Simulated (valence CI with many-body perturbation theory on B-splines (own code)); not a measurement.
**Questions on Rh XXXIII**

Level of theory: relativistic CI+MBPT: three valence electrons over a frozen Dirac-Fock core [Ne], a basis of 9 s, 9 p, 8 d, 6 f, 3 g, 1 h functions for each j, with the one-electron correlation potential Σ1, the two-electron term Σ2, the three-electron term Σ3, Breit, model QED; selected CI, second order for the rest, scaled by the run's own slope (own B-spline code, finite nucleus).

The last digits are not significant, and no measured levels were compared; by estimate large intervals hold to a few tenths of a per cent, small ones and those within an open d or f shell to about a per cent.

Levels are named by their leading jj configuration (3d3/2^4 stands for four electrons in 3d with j = 3/2), which in mixed levels can hold well under half, so a name can repeat and another be missing.

Rates and lifetimes use the calculated energies. Strong lines usually hold to 10 to 20 %, long lifetimes can be off by a factor of two.

(1) What is the ground level?

(2) What is the ionisation energy?

(3) How well does LS coupling describe the low levels?

(4) Where does the other parity begin?

(5) Name the longest-lived excited levels whose lifetime is computed, and their main decay.

Answers

(1) (3s^2 3p1/2) J=1/2, composition 98 % 3s2 3p 2P°, g = 0.660.

(2) 1921.7 eV; NIST lists 1903 ± 9 eV (semi-empirical).

(3) Among the lowest 20 levels the leading LS term, summed over configurations, holds 71 % on average. For single configurations the figures are 67 % in LS and 82 % in jj coupling. Terms mix most in the J = 3/2 level at 1608900 cm⁻¹, where the leading one holds 40 %.

(4) At (3s 3p1/2^2) J=1/2, 607000 cm⁻¹.

(5) (3s 3p3/2 3d5/2) J=9/2 at 2038300 cm⁻¹ lives 7.48 μs, mostly by M1 to (3s 3p1/2 3d5/2) J=7/2; (3s^2 3p3/2) J=3/2 at 282950 cm⁻¹ lives 4.90 μs, mostly by M1 to (3s^2 3p1/2) J=1/2.
